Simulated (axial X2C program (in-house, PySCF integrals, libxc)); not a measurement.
**Outer orbitals of CrSe⁺ at 2.270 Å, PBE0**

All values were computed with an in-house all-electron X2C program for linear molecules (integrals from PySCF). Spin-free means the one-electron spin-free X2C Hamiltonian; two-component (2c) means X2C with spin–orbit coupling and atomic mean-field two-electron Coulomb and Gaunt terms, so the difference of the two also holds small scalar two-electron terms. Basis: Se dyall-cv3z [8s9p6d4f1g], Cr dyall-cv3z [9s10p6d3f2g] (cores contracted in-house); Gaussian nuclei, density fitting, unrestricted open shells. Masses: Se 79.917 u, Cr 51.941 u.

The distance is close to the 2c PBE0 minimum; the highest filled and lowest empty levels are listed.

Spin-free orbitals, state M_S = 3/2, Λ = 0 (beyond evenly filled blocks: σα, δ+α, δ-α) (Löwdin shares):

```
symmetry  occupied  ε (eV)              atomic character
      σβ       yes  -25.75    80% Se s, 8% Cr p, 7% Cr d
      σα       yes  -23.85    78% Se s, 9% Cr p, 8% Cr d
      σα       yes  -14.76   55% Cr d, 38% Se p, 4% Se s
      σβ       yes  -14.21    80% Se p, 7% Cr s, 7% Cr d
     π-β       yes  -14.07    89% Se p, 8% Cr d, 3% Cr p
     π+β       yes  -14.07    89% Se p, 8% Cr d, 3% Cr p
     δ-α       yes  -13.73                     100% Cr d
     δ+α       yes  -13.73                     100% Cr d
     π-α       yes  -13.62            80% Cr d, 17% Se p
     π+α       yes  -13.62            80% Cr d, 17% Se p
      σα       yes  -12.67  36% Cr d, 35% Se p, 27% Cr s
     π-α        no   -9.55   69% Se p, 22% Cr d, 9% Cr p
     π+α        no   -9.55   69% Se p, 22% Cr d, 9% Cr p
      σα        no   -7.88  49% Cr s, 32% Cr p, 11% Se p
      σβ        no   -6.99  71% Cr s, 14% Cr d, 10% Cr p
```

Spinors with spin–orbit coupling (state Ω = 3/2):

```tsv
ω	occupied	ε (eV)	atomic character	λ mixture
-1/2	yes	-25.74	80% Se s, 8% Cr p, 7% Cr d	100% σ
1/2	yes	-23.85	78% Se s, 9% Cr p, 8% Cr d	100% σ
1/2	yes	-14.79	52% Cr d, 40% Se p, 4% Se s	96% σ, 4% π
-1/2	yes	-14.22	79% Se p, 8% Cr d, 7% Cr s	98% σ, 2% π
1/2	yes	-14.18	86% Se p, 10% Cr d, 3% Cr p	96% π, 4% σ
-3/2	yes	-13.94	88% Se p, 8% Cr d, 3% Cr p	100% π
-3/2	yes	-13.76	100% Cr d	100% δ
5/2	yes	-13.71	100% Cr d	100% δ
3/2	yes	-13.65	83% Cr d, 15% Se p	100% π
-1/2	yes	-13.60	78% Cr d, 19% Se p	98% π, 2% σ
1/2	yes	-12.67	35% Se p, 35% Cr d, 27% Cr s	100% σ
-1/2	no	-9.63	67% Se p, 24% Cr d, 9% Cr p	100% π
3/2	no	-9.46	70% Se p, 20% Cr d, 10% Cr p	100% π
1/2	no	-7.88	49% Cr s, 32% Cr p, 11% Se p	100% σ
-1/2	no	-6.99	71% Cr s, 14% Cr d, 10% Cr p	100% σ
```

(1) How does the gap between the highest filled and lowest empty level change from the spin-free to the 2c table?

Mulliken charges and populations of the two-component result (they depend on the basis, above all on diffuse functions):

Se 0.15 e (s 7.99 p 15.81 d 10.04 f 0.01), Cr 0.85 e (s 6.41 p 12.09 d 4.65). ⟨Lz⟩ = 0.00 ħ and ⟨Sz⟩ = 1.50 ħ (-0.83 and 2.33 on the two atoms), which add up to Ω.

The state is one determinant whose occupation by symmetry is held fixed; it was picked as the lowest of a PBE0 search that is not exhaustive. Density functionals use the spin component along the axis (collinear). With several unpaired electrons one determinant need not be a pure state. This is the top spin component of a Σ state; components of lower Ω are not single determinants and can lie lower. The determinant is spin-polarised beyond a pure state at some levels (its spin-free form has ⟨S²⟩ too high), which makes Re and μ there less reliable.

Answers

(1) From 3.12 to 3.04 eV at PBE0, a change of -0.08 eV.
